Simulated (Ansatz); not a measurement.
Reaction (ligand exchange at a B–C bond): `CCBO` + H–F → `OBF` + `CC`

Gas-phase electronic energies from Ansatz, PBE0-D4/def2-TZVP geometries. CCSD(T)/CBS is the MP2 limit (def2-TZVPP, def2-QZVPP) plus CCSD(T) − MP2 in def2-TZVPP, frozen cores. This one scheme is used for every species. DFT in def2-TZVPP. One conformer a species, not always the lowest.

(1) Is it downhill or uphill in electronic energy at CCSD(T)/CBS, and by how much? (An estimate is asked.)

(2) What do these levels give: BHLYP-D4, BLYP, r2SCAN, MP2/def2-SVP, CCSD/def2-SVP, SCS-MP2/def2-QZVPP? (Best estimate.)

(3) What do rigid-rotor, harmonic-oscillator terms from PBE0-D4/def2-TZVP frequencies (298.15 K, 1 bar) make of the CCSD(T)/CBS value? (An estimate is asked.)

Largest T1 diagnostic among the species: 0.013.

## Answers

(1) The calculation gave: Downhill: ΔE = -1.57 eV.

(2) The calculation gave: BHLYP-D4 -1.73, BLYP -1.75, r2SCAN -1.69, MP2/def2-SVP -1.84, CCSD/def2-SVP -1.84, SCS-MP2/def2-QZVPP -1.63 eV.

(3) Computed: ΔZPE = +0.07 eV, ΔH = -1.53 eV, ΔS = 0 J/(mol·K), ΔG = -1.53 eV.

In def2-TZVPP, CCSD(T) changes the Hartree–Fock value by +0.25 eV (the triples alone add +0.02 eV) and MP2 by +0.27 eV. At CCSD(T), def2-SVP lies −0.26 eV from the extrapolated value and def2-TZVPP −0.05 eV. The D4 term adds +0.06 eV with B3LYP and +0.04 eV with PBE0; it sums over pairs of atoms, weighted by their polarisabilities, and B3LYP, whose exchange is more repulsive, gets the larger term.

B3LYP here is the variant with VWN-RPA as its local correlation; programs differ in this.
